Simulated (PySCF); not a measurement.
C6H8O3.
Structure used (GFN2-xTB), in Å, numbered top down from 1:
```
atom  x, y, z in Å
C1    -3.383    0.353    0.148
C2    -2.365   -0.462    0.394
C3    -0.993    0.063    0.549
O4    -0.714    1.234    0.592
C5     0.076   -1.026    0.651
O6     1.373   -0.463    0.652
C7     1.768    0.073   -0.519
C8     3.081    0.785   -0.365
O9     1.141   -0.040   -1.537
H10   -4.392    0.002    0.018
H11   -3.214    1.415    0.066
H12   -2.490   -1.532    0.473
H13   -0.039   -1.717   -0.193
H14   -0.030   -1.565    1.595
H15    3.791    0.147    0.153
H16    2.921    1.678    0.235
H17    3.461    1.067   -1.343
```

The closed-shell SCF was solved with PySCF and density fitting under several settings on one GFN2-xTB geometry (grid level 2 and gas phase unless stated).

| settings | basis functions | SCF cycles | E (Eh) | HOMO (eV) | LUMO (eV) | dipole (D) |
| --- | --- | --- | --- | --- | --- | --- |
| PBE0/pcSseg-1 | 193 | 14 | -458.5453 | -7.60 | -1.85 | 2.71 |
| PBE0/def2-SVPD | 253 | 14 | -458.2822 | -7.65 | -1.95 | 2.73 |
| PBE0/6-31G, grid level 3 | 97 | 15 | -458.4352 | -7.42 | -1.62 | 2.80 |
| PBE0/MINI | 53 | 13 | -455.0244 | -8.80 | -3.45 | 2.20 |
| PBE0/pcseg-1, start guess vsap | 166 | 14 | -458.5003 | -7.63 | -1.87 | 2.72 |
| X3LYP/def2-SVP, start guess vsap, energy threshold 1e-11 Eh | 166 | 17 | -458.5748 | -7.23 | -1.77 | 2.57 |

Task: Estimate the rows for these settings: (1) B97-D/def2-SVP, IEF-PCM water; (2) WP04/pcSseg-1.

Result: 
```csv
settings,basis functions,SCF cycles,E (Eh),HOMO (eV),LUMO (eV),dipole (D)
"B97-D/def2-SVP, IEF-PCM water",166,16,-458.4691,-5.95,-2.55,3.47
WP04/pcSseg-1,193,17,-469.1712,-8.72,-4.03,2.83
```

Task: Over all rows, what range does the HOMO–LUMO gap span?

Result: From 3.40 eV (B97-D/def2-SVP, IEF-PCM water) to 5.80 eV (PBE0/6-31G, grid level 3). The functional of the narrowest has no exact exchange, that of the widest 25 % exact exchange.

Task: And the dipole moment?

Result: From 2.20 D (PBE0/MINI) to 3.47 D (B97-D/def2-SVP, IEF-PCM water); the largest is 1.58 times the smallest, and the median is 2.73 D.

Task: Compare two rows with the functional PBE0: PBE0/MINI and PBE0/def2-SVPD. Which energy is lower, and by how much?

Result: PBE0/def2-SVPD (253 functions) lies 3.2578 Eh or 2044 kcal/mol below PBE0/MINI (53 functions).

B97-D ran without the empirical dispersion term, which would shift the total energy alone. Cycle counts include a coarse-grid stage where the run had one. WP04 was designed for NMR shieldings or shifts; total energies of different functionals aren't comparable. The structure is a single GFN2-xTB conformer; no vibrational corrections.
